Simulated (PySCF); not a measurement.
System: sum formula AlNH$_{2}$Br$_{2}$, net charge 0, singlet state. SMILES: [NH2][Al]([Br])[Br]
Coordinates optimised at B3LYP-D3(BJ)/def2-TZVP (Ansatz):
```
Al
N 1 1.7510
H 2 1.0077 1 124.36
H 2 1.0077 3 111.28 1 -180.00
Br 1 2.2498 2 119.76 3 0.00
Br 1 2.2498 2 119.76 3 180.00
```

Dispersion corrections to the total energy (kcal/mol) from the dftd3 and dftd4 libraries through PySCF: D3(BJ) without and D4 with the three-body term, each with the damping fitted for the functional named.

```json
[
 {"functional": "LC-wPBE", "D3(BJ)": "-3.97", "D4": "-4.28"},
 {"functional": "BLYP", "D3(BJ)": "-8.07", "D4": "-7.82"},
 {"functional": "B3LYP", "D3(BJ)": "-6.81", "D4": "[?]"},
 {"functional": "TPSSh", "D3(BJ)": "[?]", "D4": "-4.54"},
 {"functional": "TPSS", "D3(BJ)": "[?]", "D4": "-5.02"},
 {"functional": "HSE06", "D3(BJ)": "-3.02", "D4": "-3.11"},
 {"functional": "r2SCAN", "D3(BJ)": "-1.01", "D4": "-0.85"}
]
```

Fill in the missing entries.


- B3LYP, D4: -6.16
- TPSSh, D3(BJ): -4.43
- TPSS, D3(BJ): -4.65
